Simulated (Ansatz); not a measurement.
One geometry of B₆Pt⁺, several levels of theory.

```yaml
crystal:
  periodic: [false, false, false]
  atoms:
    - {symbol: Pt, position_ang: [1.184659, 0.742784, 0.376053]}
    - {symbol: B, position_ang: [0.961642, -1.554308, 0.383247]}
    - {symbol: B, position_ang: [-0.294056, -0.857211, 1.054201]}
    - {symbol: B, position_ang: [-0.370809, 0.440231, -1.264996]}
    - {symbol: B, position_ang: [-1.055041, 0.512830, 0.745468]}
    - {symbol: B, position_ang: [-0.816150, 1.645861, -0.337045]}
    - {symbol: B, position_ang: [0.389756, -0.930196, -0.956929]}
basis:
  gaussian: {orbitals: def2-TZVP, initial_orbitals: start.molden}
total_charge: 1
magnetization: {spin_polarized: true, initial_magnetization: 1}
hamiltonian: {xc: {name: B97M-V}}
scf: {omitted_lower_state_checks: [starts]}
output: {orbitals: {seedname: orbitals}}
```

The file start.molden holds the orbitals of an earlier run on this structure, at another level or in another basis.

```sh
$ ansatz run in.yaml --threads 4 --pin off --events-out ev --progress --plain --max-ram 4787MiB
```

It prints (some lines left out):

```
Functional definition: B97M-V
1410 factors; their error is unknown
mean field evaluation 1: about -7294.2504 eV, gradient 8.6e0 eV
mean field evaluation 2: about -7294.4264 eV, gradient 2.0e-1 eV
mean field evaluation 4: about -7294.3999 eV, gradient 5.3e-3 eV
mean field evaluation 8: about -7294.3999 eV, gradient 1.4e-5 eV
mean field -7294.39989028 eV, -268.0642516459 hartree, gradient 1.4e-5 eV, S^2 0.844940; 0 other end points of the search recorded, 0 dependent functions left out
reference -7294.39995552 eV, -268.0642540435 hartree; 24, 23 occupied and 202, 203 virtual orbitals, 1410 factors
Total energy: -7294.39995552 eV, -268.0642540435 hartree
Checks for a lower state left out: starts
```

Run time 8.5 s (4 threads of Intel Xeon 6975P-C on a shared host), peak host memory 0.6 GiB.

As the first input, with `hamiltonian: {xc: r2scan, dispersion: d4}` (abridged; 6 s):

```
Functional definition: r2SCAN
mean field -7291.28415036 eV, -267.9497503157 hartree, gradient 1.8e-5 eV, S^2 0.931372
Total energy: -7291.33992319 eV, -267.9517999294 hartree
Checks for a lower state left out: starts
```

First input, but with `gaussian: {orbitals: def2-SVP, initial_orbitals: start.molden}`, `hamiltonian: {xc: pbe0, dispersion: d4}` (abridged; 1.8 s):

```
Functional definition: PBE0
mean field -7281.72071057 eV, -267.5983003858 hartree, gradient 2.5e-5 eV, S^2 0.884460
Total energy: -7281.95643666 eV, -267.6069631598 hartree
Checks for a lower state left out: starts
```

Geometry: r2SCAN-D4/def2-SVP.

In the def2 sets Pt takes a core potential; there is no spin–orbit coupling. At r2SCAN-D4/def2-TZVP, PBE0-D4/def2-SVP the charge 1 doublet is spin-contaminated (final ⟨S²⟩ up to 0.93, 0.75 for a pure state). Another isomer (doublet) lies 1.15 eV lower at PBE0-D4/def2-TZVP; other spin states weren't run for this one.
